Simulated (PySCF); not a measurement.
ClTl, charge +1, doublet, at the geometry of the source list (a state made from the parent by changing its charge; the spin is typed, not shown lowest) (core potentials on Tl); BLYP/def2-SVP (PySCF).

Here is a job for PySCF.
```python
from pyscf import gto, scf, dft

mol = gto.Mole()
mol.atom = '''
    Tl   -0.793900   -0.701100   -0.745600
    Cl    0.793900    0.701100    0.745600
'''
mol.basis = 'def2-svp'
mol.ecp = {'Tl': 'def2-svp'}
mol.charge = 1
mol.spin = 1
mol.verbose = 4
mol.build()

mf = dft.UKS(mol)
mf.xc = 'blyp'
mf.level_shift = 0.3
mf.max_cycle = 100
mf.kernel()
```

Predict the main parts of the log of this PySCF run.


```
PySCF version 2.14.0

[INPUT] verbose = 4
[INPUT] num. atoms = 2
[INPUT] num. electrons = 37
[INPUT] charge = 1
[INPUT] spin (= nelec alpha-beta = 2S) = 1
[INPUT] symmetry False subgroup None
[INPUT] Mole.unit = angstrom
[INPUT] Symbol           X                Y                Z      unit          X                Y                Z       unit  Magmom
[INPUT]  1 Tl    -0.793900000000  -0.701100000000  -0.745600000000 AA   -1.500253570292  -1.324886985933  -1.408979798476 Bohr   0.0
[INPUT]  2 Cl     0.793900000000   0.701100000000   0.745600000000 AA    1.500253570292   1.324886985933   1.408979798476 Bohr   0.0

nuclear repulsion = 72.9251466741506
number of shells = 18
number of NR pGTOs = 97
number of NR cGTOs = 44
basis = def2-svp
ecp = {'Tl': 'def2-svp'}

******** <class 'pyscf.dft.uks.UKS'> ********
method = UKS
initial guess = minao
damping factor = 0
level_shift factor = 0.3
DIIS = <class 'pyscf.scf.diis.CDIIS'>
diis_start_cycle = 1
diis_space = 8
diis_damp = 0
SCF conv_tol = 1e-09
SCF conv_tol_grad = None
SCF max_cycles = 100
direct_scf = True
direct_scf_tol = 1e-13
number electrons alpha = 19  beta = 18
XC library pyscf.dft.libxc version 7.1.2
    S. Lehtola, C. Steigemann, M. J. T. Oliveira, and M. A. L. Marques,  SoftwareX 7, 1–5 (2018)
XC functionals = blyp
    A. D. Becke,  Phys. Rev. A 38, 3098 (1988)
    C. Lee, W. Yang, and R. G. Parr,  Phys. Rev. B 37, 785 (1988)
    B. Miehlich, A. Savin, H. Stoll, and H. Preuss,  Chem. Phys. Lett. 157, 200 (1989)
radial grids:
    Treutler-Ahlrichs [JCP 102, 346 (1995); DOI:10.1063/1.469408] (M4) radial grids

becke partition: Becke, JCP 88, 2547 (1988); DOI:10.1063/1.454033
pruning grids: <function nwchem_prune>
grids dens level: 3
symmetrized grids: False
atomic radii adjust function: <function treutler_atomic_radii_adjust>
small_rho_cutoff = 0
Set gradient conv threshold to 3.16228e-05
tot grids = 41808
init E= -610.953309635885

cycle= 1 E= -631.981296441696  delta_E=  -21  |g|= 0.782  |ddm|= 8.46
cycle= 2 E= -632.226048867673  delta_E= -0.245  |g|= 0.337  |ddm|= 1.67
cycle= 3 E= -632.262310657926  delta_E= -0.0363  |g|= 0.0708  |ddm|= 0.26
cycle= 4 E= -632.265249760202  delta_E= -0.00294  |g|= 0.00959  |ddm|= 0.103
cycle= 5 E= -632.265345133484  delta_E= -9.54e-05  |g|= 0.00286  |ddm|= 0.0194
cycle= 6 E= -632.265356670021  delta_E= -1.15e-05  |g|= 0.00136  |ddm|= 0.00599
cycle= 7 E= -632.26535953456  delta_E= -2.86e-06  |g|= 0.00056  |ddm|= 0.00257
cycle= 8 E= -632.265360155797  delta_E= -6.21e-07  |g|= 0.000272  |ddm|= 0.00113
cycle= 9 E= -632.265360313434  delta_E= -1.58e-07  |g|= 0.000137  |ddm|= 0.000544
cycle= 10 E= -632.265360354374  delta_E= -4.09e-08  |g|= 6.87e-05  |ddm|= 0.000273
cycle= 11 E= -632.26536036493  delta_E= -1.06e-08  |g|= 3.52e-05  |ddm|= 0.000137
cycle= 12 E= -632.265360367815  delta_E= -2.88e-09  |g|= 1.87e-05  |ddm|= 7.26e-05
cycle= 13 E= -632.265360368729  delta_E= -9.14e-10  |g|= 1.08e-05  |ddm|= 4.25e-05
Extra cycle  E= -632.244468467776  delta_E= 0.0209  |g|= 0.178  |ddm|= 1.32
SCF not converged.
SCF energy = -632.244468467776 after 100 cycles  <S^2> = 0.75391289  2S+1 = 2.0039091
```

Convergence was not reached.
